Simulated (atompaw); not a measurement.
## How hard is this copper PAW (atompaw) potential?

```
Element                 : copper
Generator               : atompaw 4.2.0.5
Type                    : PAW
Functional              : PBE
Relativity              : scalar-relativistic
Frozen core             : [Ar]
Valence charge          : 11
Reference configuration : 3d10 4s1 4p0
Partial waves           : 4s (bound): rc 2.00 bohr; 4s channel at 1.1 Ry: rc 2.00 bohr; 4p (bound, empty): rc 3.00 bohr; 4p channel at 0.75 Ry: rc 3.00 bohr; 3d (bound): rc 0.85 bohr; 3d channel at -0.05 Ry: rc 0.85 bohr
Local potential         : troulliermartins scheme with l = 3 at 0 Ry, radius 2.45 bohr
Core correction         : smooth core density matched at 2.10 bohr
Augmentation charge     : besselshape compensation charge, radius 2.50 bohr; PAW radius 3.00 bohr; waves and projectors: custom polynom vanderbiltortho
```

The pseudo-atom Hamiltonian at the reference potential is diagonalised in spherical Bessel functions j_l(qr) that vanish at 20 bohr, with q² up to the cutoff. All-electron valence levels (Ry): 4s -0.3388, 4p -0.0512, 3d -0.3703.

Problem. How do the lowest levels (Ry) of each channel move with the cutoff, and are there ghosts?

Solution.

```json
{"cutoff (Ry)": "8", "s #1": "-0.3375", "p #1": "-0.0511", "d #1": "0.0628", "d #2": "0.1515", "f #1": "0.1119", "f #2": "0.2395", "Σ f·Δε (mRy)": "4332.3"}
{"cutoff (Ry)": "15", "s #1": "-0.3387", "p #1": "-0.0511", "d #1": "0.0627", "d #2": "0.1509", "f #1": "0.1119", "f #2": "0.2395", "Σ f·Δε (mRy)": "4330.1"}
{"cutoff (Ry)": "25", "s #1": "-0.3388", "p #1": "-0.0511", "d #1": "0.0626", "d #2": "0.1505", "f #1": "0.1119", "f #2": "0.2395", "Σ f·Δε (mRy)": "4329.4"}
{"cutoff (Ry)": "35", "s #1": "-0.3388", "p #1": "-0.0511", "d #1": "0.0626", "d #2": "0.1500", "f #1": "0.1119", "f #2": "0.2395", "Σ f·Δε (mRy)": "4328.8"}
{"cutoff (Ry)": "50", "s #1": "-0.3388", "p #1": "-0.0511", "d #1": "0.0620", "d #2": "0.1456", "f #1": "0.1119", "f #2": "0.2395", "Σ f·Δε (mRy)": "4322.8"}
{"cutoff (Ry)": "70", "s #1": "-0.3388", "p #1": "-0.0511", "d #1": "-0.0713", "d #2": "0.0657", "f #1": "0.1119", "f #2": "0.2395", "Σ f·Δε (mRy)": "2990.5"}
{"cutoff (Ry)": "100", "s #1": "-0.3388", "p #1": "-0.0511", "d #1": "-0.3360", "d #2": "0.0640", "f #1": "0.1119", "f #2": "0.2395", "Σ f·Δε (mRy)": "343.7"}
{"cutoff (Ry)": "140", "s #1": "-0.3388", "p #1": "-0.0511", "d #1": "-0.3669", "d #2": "0.0639", "f #1": "0.1119", "f #2": "0.2395", "Σ f·Δε (mRy)": "33.7"}
{"cutoff (Ry)": "180", "s #1": "-0.3388", "p #1": "-0.0511", "d #1": "-0.3681", "d #2": "0.0639", "f #1": "0.1119", "f #2": "0.2395", "Σ f·Δε (mRy)": "22.3"}
{"cutoff (Ry)": "260", "s #1": "-0.3388", "p #1": "-0.0511", "d #1": "-0.3701", "d #2": "0.0639", "f #1": "0.1119", "f #2": "0.2395", "Σ f·Δε (mRy)": "1.7"}
{"cutoff (Ry)": "400", "s #1": "-0.3388", "p #1": "-0.0511", "d #1": "-0.3703", "d #2": "0.0639", "f #1": "0.1119", "f #2": "0.2395", "Σ f·Δε (mRy)": "0.0"}
```

Result: no extra level below or beside the all-electron valence levels (s, p, d, f tested); 10 mRy is reached at 230 Ry and 1 mRy at over 300 Ry.
